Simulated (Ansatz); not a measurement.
Energy needed to pull apart CH₄SeSi (SMILES C=[SiH][SeH]), singlet, into free ground-state atoms, from the structure below (displaced at random from a GFN2-xTB minimum); no zero-point or spin–orbit terms; open-shell atoms are treated unrestricted, in their ground-state multiplicity.

```xyz
7
angstrom
C -0.5942 0.6573 -0.8631
Si -0.1438 0.2417 0.7517
Se 1.2719 -1.5189 1.1897
H -0.2448 0.1126 -1.7376
H -1.2725 1.4655 -1.0586
H -0.4619 0.7081 2.0756
H 1.4301 -1.8287 -0.2978
```

Ansatz 0.2.0; basis: def2-TZVPP; cores frozen in the correlated methods. Filled d shells of the heavier atoms are correlated. The def2 sets are not built for correlating such inner shells, so the correlated values are less sure here.

```csv
method,atomization energy (kJ/mol)
PBE-D4,2225
revPBE-D4,2178
r2SCAN-D4,?
PBE0-D4,2184
r2SCANh-D4,2186
wB97M-V,?
HF,1545
MP2,2143
CCSD,2090
CCSD(T),2131
```

**Question.** What does r2SCAN-D4 give? (An estimate is asked for; the value comes from the calculation.)

**Answer.** Computed: 2202 kJ/mol, which is about 71 kJ/mol more than CCSD(T)/def2-TZVPP.

**Question.** What does wB97M-V give? (An estimate is asked for; the value comes from the calculation.)

**Answer.** Computed: 2183 kJ/mol, which is about 52 kJ/mol more than CCSD(T)/def2-TZVPP.

In triple zeta the MP2 and coupled-cluster atomization energies are still short of their basis limit by a few kcal/mol a bond, whereas those of the functionals are nearly converged, so these differences are not deviations from converged CCSD(T).

No T1 diagnostic of these runs exceeds 0.013. The restricted Hartree–Fock reference is unstable towards an unrestricted one here.

For scale, one of the runs: CCSD(T)/def2-TZVPP forces, 177 basis functions (an equivalent command: `ansatz run in.yaml --threads 4`). The run took 2.7 min on 4 CPU threads (shared host), with 2.9 GiB of host memory at its peak.
